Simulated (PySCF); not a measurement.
Ti²¹⁺: ionisation energy

Ti²¹⁺ 1s1 (2S) → Ti²²⁺ (bare nucleus), as a difference of total energies. All numbers are calculated (PySCF 2.14, the spin-free X2C one-electron Hamiltonian (Gaussian nucleus), in an even-tempered Gaussian basis (17 s from 18 bohr⁻², ratio 2.2; 7 p from 28 bohr⁻², ratio 2.4; 4 d from 85 bohr⁻², ratio 2.4; 3 f from 130 bohr⁻², ratio 2.4; 3 g from 190 bohr⁻², ratio 2.4)). The calculations carry no spin-orbit coupling.

```tsv
method	ionisation energy (eV)	difference from reference (eV)
UHF	6628.1	+2.3
LDA	6603.0	-22.8
PBE	6624.7	-1.1
PBE0	6625.6	-0.2
r2SCAN	6628.3	+2.5
r2SCANh	6628.3	+2.5
BHandHLYP	6627.5	+1.7
```

Reference: 6625.8 eV (theoretical estimate listed by NIST; NIST Atomic Spectra Database, ionization energies).
